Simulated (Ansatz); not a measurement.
Cost and result for the atomization energy of `SC[B]1[NH][AlH]1` (10 atoms, 10 bonds).

```json
{"atom": "S1", "x (Å)": "0.556", "y (Å)": "2.387", "z (Å)": "0.182"}
{"atom": "C2", "x (Å)": "0.864", "y (Å)": "0.695", "z (Å)": "-0.382"}
{"atom": "B3", "x (Å)": "-0.274", "y (Å)": "-0.256", "z (Å)": "0.112"}
{"atom": "N4", "x (Å)": "-0.513", "y (Å)": "-1.629", "z (Å)": "-0.035"}
{"atom": "Al5", "x (Å)": "-1.913", "y (Å)": "-1.027", "z (Å)": "0.949"}
{"atom": "H6", "x (Å)": "1.645", "y (Å)": "2.959", "z (Å)": "-0.363"}
{"atom": "H7", "x (Å)": "1.823", "y (Å)": "0.335", "z (Å)": "0.003"}
{"atom": "H8", "x (Å)": "0.907", "y (Å)": "0.661", "z (Å)": "-1.476"}
{"atom": "H9", "x (Å)": "0.055", "y (Å)": "-2.310", "z (Å)": "-0.527"}
{"atom": "H10", "x (Å)": "-3.151", "y (Å)": "-1.815", "z (Å)": "1.538"}
```

Charge 0, multiplicity 1. Geometry: relaxed with PBE0-D4/def2-TZVP. It is one conformer, not always the lowest. Program: Ansatz. All runs use 4 threads of an Arm Neoverse V2 on a shared host. Times are those of one run each, without the atoms' runs, and a repeat can differ threefold. Electronic energies, without spin–orbit coupling; frozen cores. CCSD(T)/CBS adds CCSD(T) − MP2 in def2-TZVPP to the MP2 limit, and its time is that of the two runs behind it. T1 = 0.013. B3LYP takes the VWN-RPA correlation (the form of Gaussian; ORCA's B3LYP/G).

CCSD(T)/CBS is a level of theory with its own doubt, some kJ/mol a heavy atom from the limit and from the frozen cores, so smaller differences don't rank the functionals.

| level | functions | wall time | atomization (kcal/mol) | difference from CCSD(T)/CBS | per bond |
| --- | --- | --- | --- | --- | --- |
| PBE-D4/def2-TZVPP (with forces) | 247 | 2.3 s | 844.1 | 23.9 | 2.4 |
| PBE0-D4/def2-TZVPP | 247 | 2.6 s | 827.9 | 7.7 | 0.8 |
| B3LYP-D4/def2-TZVPP (with forces) | 247 | 4.1 s | 823.1 | 2.9 | 0.3 |
| r2SCAN-D4/def2-TZVPP (with forces) | 247 | 4.5 s | 828.2 | 8.0 | 0.8 |
| B2PLYP/def2-TZVPP | 247 | 4.8 s | 812.8 | -7.4 | -0.7 |
| ωB97X-V/def2-TZVPP | 247 | 7 s | 827.3 | 7.1 | 0.7 |
| ωB97M-V/def2-TZVPP (with forces) | 247 | 11 s | 829.0 | 8.8 | 0.9 |
| MP2/def2-QZVPP | 461 | 19 s | 826.2 | 6.0 | 0.6 |
| CCSD(T)/def2-TZVPP | 247 | 88 s | 795.8 | -24.4 | -2.4 |
| CCSD(T)/CBS(def2) | – | 110 s | 820.2 | 0.0 | 0.0 |

In def2-TZVPP, CCSD(T) changes the Hartree–Fock value by +215.6 kcal/mol (the triples alone add +15.3 kcal/mol) and MP2 by +231.5 kcal/mol; breaking electron pairs costs correlation energy, which Hartree–Fock lacks. From PBE to PBE0 (25 % exact exchange), in def2-TZVPP and without D4, the atomization energy moves by −15.5 kcal/mol: exact exchange takes away binding that semilocal exchange gives to molecules. The D4 term adds +8.4 kcal/mol with B3LYP and +4.4 kcal/mol with PBE0; it sums over pairs of atoms, weighted by their polarisabilities, and B3LYP, whose exchange is more repulsive, gets the larger term.
